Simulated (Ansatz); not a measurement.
Ansatz results at the PBE0-D4/def2-TZVP geometry: size of the dipole moment (B3LYP/def2-TZVPP) 0.69 D; HOMO–LUMO gap (B3LYP/def2-TZVPP) 6.98 eV; HOMO–LUMO gap (ωB97M-V/def2-TZVPP) 11.37 eV.

Each molecule was computed in one conformer, which needn't be the lowest.

Task: Which molecule gave them?
A. `CC(O)N[SiH3]`
B. `O=[C](O)[GaH2]`
C. `B[O][AlH][BH2]`
D. `B[P]([SiH3])[SnH3]`

Result: A. The others give `O=[C](O)[GaH2]`: 1.47, 5.12, 9.60; `B[O][AlH][BH2]`: 1.44, 4.74, 9.21; `B[P]([SiH3])[SnH3]`: 0.98, 5.04, 9.28.

B3LYP here is the variant with VWN-RPA as its local correlation; programs differ in this.
